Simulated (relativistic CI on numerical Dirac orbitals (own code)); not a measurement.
Dy VIII: q coefficients and field-shift factors

Computed by Dirac-Coulomb-Breit CI, KLI orbitals optimised for each configuration, derivatives by finite differences, unscaled Slater integrals, QED left out (own radial code, finite nucleus).

CI space (outside the closed core [Kr] 4d10): 4f⁹5s²5p², 4f¹¹5s5p. The list is cut by size and lacks configurations that can hold low levels.

With x = (α/α₀)² − 1 an excitation energy changes as ω = ω₀ + qx; K = 2q/ω₀ is the relative enhancement. Terms are leading LS components, so labels can repeat. The field-shift factor is F = δν/δ⟨r²⟩ for the transition from the lowest level.

Lowest level 4f⁹5s²5p² ⁸G°15/2.

| Level | ω₀ (cm⁻¹) | q (cm⁻¹) | K | F (GHz/fm²) |
| --- | --- | --- | --- | --- |
| 4f⁹5s²5p² ⁸G°13/2 | 5501.8 | 3394 | 1.23 | 0.169 |
| 4f⁹5s²5p² ⁸I°11/2 | 8451.2 | 3938 | 0.932 | 0.271 |
| 4f⁹5s²5p² ⁸I°9/2 | 10790.3 | 6223 | 1.15 | 0.334 |
| 4f⁹5s²5p² ⁸D°11/2 | 12093.1 | 1074 | 0.178 | 0.451 |
| 4f⁹5s²5p² ⁸I°7/2 | 12304.6 | 7763 | 1.26 | 0.4 |
| 4f⁹5s²5p² ⁸F°9/2 | 13077.9 | 1098 | 0.168 | 0.425 |
| 4f⁹5s²5p² ⁸I°5/2 | 13131.7 | 9068 | 1.38 | 0.417 |
| 4f⁹5s²5p² ⁸G°7/2 | 15034.0 | 5201 | 0.692 | 0.333 |
| 4f⁹5s²5p² ⁸G°5/2 | 16698.9 | 7674 | 0.919 | 0.297 |
| 4f⁹5s²5p² ⁸G°3/2 | 17755.6 | 8134 | 0.916 | 0.306 |
| 4f⁹5s²5p² ⁸G°1/2 | 18492.8 | 8903 | 0.963 | 0.309 |
| 4f⁹5s²5p² ⁴I°15/2 | 28761.2 | 75.8 | 0.00527 | 0.195 |
| 4f⁹5s²5p² ⁴F°9/2 | 29256.2 | -2085 | -0.143 | 0.712 |
| 4f⁹5s²5p² ⁸G°13/2 | 31868.6 | 42670 | 2.68 | -3.08 |
| 4f⁹5s²5p² ⁶F°11/2 | 31920.1 | 6138 | 0.385 | 0.0593 |
| 4f⁹5s²5p² ⁸D°5/2 | 33579.6 | 9508 | 0.566 | -0.0474 |
| 4f⁹5s²5p² ⁶I°17/2 | 33820.5 | 1934 | 0.114 | 0.248 |
| 4f⁹5s²5p² ⁸I°15/2 | 33829.9 | 41040 | 2.43 | -3.14 |
| 4f⁹5s²5p² ⁶L°21/2 | 33967.7 | -4307 | -0.254 | 0.982 |
| 4f⁹5s²5p² ⁶P°7/2 | 34055.0 | 3383 | 0.199 | 0.497 |
| 4f⁹5s²5p² ⁸G°11/2 | 34092.5 | 44280 | 2.6 | -2.98 |
| 4f⁹5s²5p² ⁶H°13/2 | 34716.9 | 6875 | 0.396 | 0.213 |
| 4f⁹5s²5p² ⁸D°3/2 | 34720.5 | 6075 | 0.35 | 0.149 |

At this charge configurations can still be misplaced by up to about 7 % of their energy. Terms inside the open d or f shell come out 10 to 20 % too wide with unscaled integrals. Levels and lines within the n = 5 or 6 shells can be off by up to 10 % or somewhat more, and those that change n by about 2 %, since core polarisation is missing.
